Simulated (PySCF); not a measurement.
Homolysis of single bonds, series Ga Cl-Br. All species are isolated molecules in the gas phase. Strings in code marks are SMILES.

The highest occupied spin orbital from two functionals at the same geometries (PBE0-D3(BJ)/def2-TZVP), both in PySCF: PBE-D3(BJ)/def2-TZVP and M06-2X/def2-TZVP. 

| species | PBE-D3(BJ)/def2-TZVP (eV) | M06-2X/def2-TZVP (eV) |
|---|---|---|
| radical fragment (`[Cl][Ga][Cl]`) | -5.98 | -8.05 |
| radical fragment (`[Ga]([Cl])[Br]`) | -5.90 | -7.92 |
| radical fragment (`[Br][Ga][Br]`) | -5.83 | -7.79 |

Over these rows, drawn at random from the members with no instability flagged (it was tested for open shells, ions and some series alone), PBE minus M06-2X: mean +2.02 eV, from +1.96 eV to +2.07 eV.
